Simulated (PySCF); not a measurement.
## Deuteron quadrupole couplings in `C/C(=N\N[SiH3])C(C)(C)C`

Compound: C₆H₁₆N₂Si.
Geometry (GFN2-xTB, Å), atoms numbered from 1 in this order:
```xyz
25
C6H16N2Si angstrom
C      0.638   -0.054   -1.871
C      0.213   -0.007   -0.421
N      1.022    0.095    0.552
N      2.357    0.172    0.380
Si     3.391    0.309    1.760
C     -1.264   -0.085   -0.084
C     -1.843   -1.408   -0.603
C     -1.463   -0.021    1.432
C     -2.003    1.095   -0.729
H      1.183    0.856   -2.132
H      1.297   -0.907   -2.042
H     -0.214   -0.142   -2.536
H      2.708    0.146   -0.573
H      4.725    0.365    1.156
H      3.235   -0.860    2.627
H      3.080    1.528    2.506
H     -1.754   -1.490   -1.683
H     -1.322   -2.248   -0.150
H     -2.897   -1.475   -0.343
H     -1.058    0.906    1.826
H     -0.946   -0.844    1.915
H     -2.522   -0.077    1.671
H     -3.060    1.053   -0.472
H     -1.597    2.036   -0.365
H     -1.918    1.080   -1.813
```

Level: PBE0/pcSseg-1 (PySCF, non-relativistic); Q(2H) = 0.00286 b; rigid geometry, the same for H and D, with no vibrational averaging.

**Question.** Rank these positions by the coupling χzz of a deuteron there, largest first.
A. H10 (methyl hydrogen)
B. H22 (methyl hydrogen)
C. H13 (N–H hydrogen)
D. H14 (Si–H hydrogen)

**Answer.** C (264 kHz), B (213 kHz), A (207 kHz), D (108 kHz).

**Question.** Give the electric field gradient Vzz (the principal value of largest size), its asymmetry and the 2H coupling at each hydrogen.

**Answer.** 
```
atom  bonded to  bond length (Å)  Vzz (au)     η  χzz (kHz)
 H10         C1            1.092    0.3081  0.02        207
 H11         C1            1.092    0.3081  0.02        207
 H12         C1            1.084    0.3209  0.02        216
 H13         N4            1.016    0.3927  0.22        264
 H14        Si5            1.465    0.1600  0.04        108
 H15        Si5            1.464    0.1602  0.02        108
 H16        Si5            1.464    0.1603  0.02        108
 H17         C7            1.087    0.3177  0.02        214
 H18         C7            1.088    0.3149  0.01        212
 H19         C7            1.088    0.3153  0.02        212
 H20         C8            1.086    0.3184  0.04        214
 H21         C8            1.086    0.3183  0.04        214
 H22         C8            1.088    0.3163  0.02        213
 H23         C9            1.088    0.3152  0.02        212
 H24         C9            1.088    0.3148  0.01        212
 H25         C9            1.087    0.3178  0.02        214
```

**Question.** Average by the element that carries the hydrogen.

**Answer.** on C: 212 kHz over 12 positions, mean bond length 1.088 Å; on N: 264 kHz over 1 position, mean bond length 1.016 Å; on Si: 108 kHz over 3 positions, mean bond length 1.464 Å.

**Question.** Give the 2H NMR doublet splittings at H14 for a magnetic field along the z, y and x axes of the gradient: 3χ/2, 3χ(1 + η)/4, 3χ(1 − η)/4.

**Answer.** With |χ| = 107.5 kHz and η = 0.045: 161, 84 and 77 kHz, to first order and without motion.

Isolated species at its GFN2-xTB geometry (one conformer only). GFN2-xTB frequencies show an imaginary mode (22i cm⁻¹), so this geometry is no minimum at that level. GFN2-xTB bond lengths can be off by several hundredths of an ångström, more for odd bonds, and the gradients follow them. A larger basis could move these couplings by a tenth or more.

The run behind these numbers computed NMR shieldings as well. Hardware: one thread, Intel Xeon 6975P-C (x86_64), shared host with 64 logical CPUs at a one-minute load of 15. Cost: 42 s wall, 1.1 GiB resident at most.
